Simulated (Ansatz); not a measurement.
Cu₄Se₂. Total charge 0; singlet. Geometry B3LYP-D4/def2-SVP.

| atom | x (Å) | y (Å) | z (Å) |
| --- | --- | --- | --- |
| Cu1 | 1.076 | 0.607 | -1.862 |
| Cu2 | -0.436 | -0.963 | -0.580 |
| Cu3 | -1.014 | -0.630 | 1.850 |
| Cu4 | 0.406 | 0.996 | 0.548 |
| Se5 | -2.003 | 0.706 | 0.271 |
| Se6 | 1.972 | -0.716 | -0.226 |

No other spin state of charge 0 was run. Another isomer (singlet) lies 0.15 eV lower at PBE-D4/def2-TZVP; other spin states weren't run for this one.

Estimate the orbital energies around the gap (eV) in Ansatz with PBE-D4/def2-TZVP, r2SCAN-D4/def2-TZVP, r2SCANh-D4/def2-TZVP, PBE0-D4/def2-TZVP, r2SCAN0-D4/def2-TZVP.


```csv
orbital,PBE-D4/def2-TZVP,r2SCAN-D4/def2-TZVP,r2SCANh-D4/def2-TZVP,PBE0-D4/def2-TZVP,r2SCAN0-D4/def2-TZVP
HOMO−5,-5.77,-5.87,-6.59,-7.59,-7.73
HOMO−4,-5.77,-5.87,-6.47,-7.20,-7.30
HOMO−3,-5.58,-5.71,-6.13,-6.57,-6.69
HOMO−2,-5.12,-5.16,-5.65,-6.27,-6.36
HOMO−1,-5.08,-5.15,-5.60,-6.14,-6.24
HOMO,-4.72,-4.78,-5.20,-5.73,-5.81
LUMO,-3.47,-3.26,-2.94,-2.61,-2.49
LUMO+1,-3.27,-3.07,-2.72,-2.34,-2.22
LUMO+2,-2.04,-1.81,-1.45,-1.08,-0.95
LUMO+3,-1.85,-1.56,-1.22,-0.90,-0.74
LUMO+4,-1.21,-1.03,-0.71,-0.35,-0.24
LUMO+5,-1.05,-0.79,-0.47,-0.18,-0.02
```
